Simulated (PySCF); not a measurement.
Geometry:
```json
{"atom": "C1", "x (Å)": "-2.763", "y (Å)": "1.519", "z (Å)": "0.492"}
{"atom": "C2", "x (Å)": "-1.495", "y (Å)": "1.394", "z (Å)": "0.872"}
{"atom": "C3", "x (Å)": "-0.667", "y (Å)": "0.216", "z (Å)": "0.694"}
{"atom": "C4", "x (Å)": "-1.140", "y (Å)": "-0.966", "z (Å)": "-0.111"}
{"atom": "C5", "x (Å)": "-1.111", "y (Å)": "-0.674", "z (Å)": "-1.612"}
{"atom": "N6", "x (Å)": "0.489", "y (Å)": "0.256", "z (Å)": "1.226"}
{"atom": "N7", "x (Å)": "1.393", "y (Å)": "-0.568", "z (Å)": "1.509"}
{"atom": "C8", "x (Å)": "2.570", "y (Å)": "-0.729", "z (Å)": "1.061"}
{"atom": "C9", "x (Å)": "3.120", "y (Å)": "-0.064", "z (Å)": "-0.172"}
{"atom": "F10", "x (Å)": "3.403", "y (Å)": "1.241", "z (Å)": "0.015"}
{"atom": "F11", "x (Å)": "4.255", "y (Å)": "-0.647", "z (Å)": "-0.581"}
{"atom": "F12", "x (Å)": "2.265", "y (Å)": "-0.106", "z (Å)": "-1.214"}
{"atom": "H13", "x (Å)": "-3.310", "y (Å)": "2.429", "z (Å)": "0.668"}
{"atom": "H14", "x (Å)": "-3.307", "y (Å)": "0.729", "z (Å)": "0.005"}
{"atom": "H15", "x (Å)": "-0.998", "y (Å)": "2.214", "z (Å)": "1.373"}
{"atom": "H16", "x (Å)": "-2.155", "y (Å)": "-1.222", "z (Å)": "0.197"}
{"atom": "H17", "x (Å)": "-0.492", "y (Å)": "-1.819", "z (Å)": "0.107"}
{"atom": "H18", "x (Å)": "-1.749", "y (Å)": "0.173", "z (Å)": "-1.851"}
{"atom": "H19", "x (Å)": "-1.462", "y (Å)": "-1.542", "z (Å)": "-2.165"}
{"atom": "H20", "x (Å)": "-0.100", "y (Å)": "-0.444", "z (Å)": "-1.937"}
{"atom": "H21", "x (Å)": "3.244", "y (Å)": "-1.374", "z (Å)": "1.600"}
```

PySCF calculation with shielding tensors at PBE0/pcSseg-1 (GIAO) and GFN2-xTB geometry; one conformer, averaged over atoms made equivalent by symmetry, fast rotation or ring inversion, no relativistic terms, isolated molecule.

Task: List the cross peaks expected in HSQC, COSY and HMBC spectra.

Result: 

HSQC (one-bond C–H):
```tsv
δH	δC
6.60 (H15)	143.7 (C2)
6.13 (H21)	111.5 (C8)
5.79 (H13)	124.4 (C1)
5.70 (H14)	124.4 (C1)
2.29 (H16/H17)	25.5 (C4)
1.28 (H18/H19/H20)	14.9 (C5)
```

COSY cross peaks (H two or three bonds apart, from the bond graph; peaks can be absent where the dihedral angle is near 90°):
```tsv
δH	δH
6.60 (H15)	5.79 (H13)
6.60 (H15)	5.70 (H14)
5.79 (H13)	5.70 (H14)
2.29 (H16/H17)	1.28 (H18/H19/H20)
```

HMBC (two and three bonds, from the bond graph):
```tsv
δH	δC
6.60 (H15)	136.0 (C3), 124.4 (C1), 25.5 (C4)
6.13 (H21)	128.8 (C9)
5.79 (H13)	143.7 (C2), 136.0 (C3)
5.70 (H14)	143.7 (C2), 136.0 (C3)
2.29 (H16/H17)	143.7 (C2), 136.0 (C3), 14.9 (C5)
1.28 (H18/H19/H20)	136.0 (C3), 25.5 (C4)
```

Chemical shifts δ = σref − σ; ¹H (31.72 ppm), ¹³C (186.93 ppm) against TMS, all at this level.

Short H···H contacts in this conformer between protons four or more bonds apart (candidates for NOE cross peaks, intensity ∝ r⁻⁶): H14···H16 2.27 Å, H14···H18 2.49 Å.

Shifts are as computed. Against solution values, carbons near 30 ppm lie about +3 ppm off and those near 130 ppm about +5 ppm. Of 1211 compounds with measured shifts, 218 miss one by over three times the rms of a fit or turn the order of signals round; such compounds aren't used in these exercises.
